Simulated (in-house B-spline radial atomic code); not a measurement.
Binding energies in Mo

NIST's tabulated ground configuration is [Kr] 4d5 5s1; each binding energy is the energy of the ion with one electron taken from that subshell, relaxed, less that of the parent. Method: Dirac-Hartree-Fock, average of configuration, Fermi nucleus of rms radius 4.4091 fm. Calculated with a B-spline radial code for spherical atoms. Energies include first-order Breit, QED and recoil terms.

```csv
subshell,X-ray name,binding energy (eV),-ε (eV),relaxation (eV)
2p1/2,L2,2634.1,2674.1,35.0
2p3/2,L3,2529.2,2566.9,34.2
3p1/2,M2,421.4,435.4,13.3
3p3/2,M3,403.7,417.0,13.0
4p1/2,N2,46.46,50.26,3.73
4p3/2,N3,44.02,47.62,3.57
4d,"N4,5",6.29,8.08,1.80
5s,O1,5.61,5.77,0.15
```

Relaxation = -ε minus the binding energy without Breit, QED and recoil terms.

Question: What does it cost to remove two 3p3/2 electrons?

Answer: 838.25 eV, which is 30.92 eV more than the two single binding energies together.

Question: What does it cost to remove both a 3p3/2 and a 5s electron?

Answer: 416.93 eV, which is 7.658 eV more than the two single binding energies together.

Question: What does it cost to remove both a 3p3/2 and a 3p1/2 electron?

Answer: 855.41 eV, which is 30.33 eV more than the two single binding energies together.
